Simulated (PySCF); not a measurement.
**Field gradients at the hydrogen positions**

Species: CH11PSi3.
Cartesian coordinates in Å at the GFN2-xTB level; atoms count from 1:
```
atom  x, y, z in Å
C1    -2.540   -0.746    0.398
Si2   -1.289    0.605   -0.058
P3     0.554    0.296    1.163
Si4    1.338   -1.618    0.349
Si5    1.928    1.793    0.266
H6    -3.491   -0.578   -0.099
H7    -2.180   -1.730    0.111
H8    -2.720   -0.760    1.469
H9    -1.788    1.941    0.282
H10   -1.010    0.564   -1.502
H11    1.308   -1.674   -1.117
H12    0.494   -2.685    0.886
H13    2.716   -1.760    0.812
H14    3.251    1.548    0.835
H15    2.000    1.707   -1.195
H16    1.423    3.107    0.654
```

Level: PBE0/pcSseg-1 (PySCF, non-relativistic); Q(2H) = 0.00286 b; rigid geometry, the same for H and D, with no vibrational averaging.

Task: Rank these positions by the coupling χzz of a deuteron there, largest first.
A. H16 (Si–H hydrogen)
B. H10 (Si–H hydrogen)
C. H6 (methyl hydrogen)

Result: C (219 kHz), A (111 kHz), B (106 kHz).

Task: Give the electric field gradient Vzz (the principal value of largest size), its asymmetry and the 2H coupling at each hydrogen.

Result: 
| atom | bonded to | bond length (Å) | Vzz (au) | η | χzz (kHz) |
| --- | --- | --- | --- | --- | --- |
| H6 | C1 | 1.085 | 0.3261 | 0.01 | 219 |
| H7 | C1 | 1.087 | 0.3229 | 0.01 | 217 |
| H8 | C1 | 1.086 | 0.3223 | 0.01 | 217 |
| H9 | Si2 | 1.466 | 0.1610 | 0.02 | 108 |
| H10 | Si2 | 1.472 | 0.1570 | 0.01 | 106 |
| H11 | Si4 | 1.466 | 0.1606 | 0.00 | 108 |
| H12 | Si4 | 1.462 | 0.1643 | 0.01 | 110 |
| H13 | Si4 | 1.461 | 0.1650 | 0.01 | 111 |
| H14 | Si5 | 1.461 | 0.1647 | 0.01 | 111 |
| H15 | Si5 | 1.465 | 0.1612 | 0.01 | 108 |
| H16 | Si5 | 1.460 | 0.1654 | 0.01 | 111 |

Task: Average by the element that carries the hydrogen.

Result: on C: 218 kHz over 3 positions, mean bond length 1.086 Å; on Si: 109 kHz over 8 positions, mean bond length 1.464 Å.

Task: How does χzz go with the bond length over the 8 Si–H bonds?

Result: A straight-line fit has a slope of -5.1 kHz for each 0.01 Å, with a correlation coefficient of -1.00, over lengths from 1.460 to 1.472 Å. The longer bonds have the smaller couplings here.

Task: A static deuteron (I = 1) shows a doublet split by (3/2)χ, (3/4)χ(1 + η) and (3/4)χ(1 − η) with the field along z, y and x of the gradient. What are these for H12?

Result: With |χ| = 110.4 kHz and η = 0.011: 166, 84 and 82 kHz, to first order and without motion.

Isolated species at its GFN2-xTB geometry (one conformer only). GFN2-xTB bond lengths can be off by several hundredths of an ångström, more for odd bonds, and the gradients follow them. The basis is small and wasn't made for field gradients, so the couplings can be 20 % off.
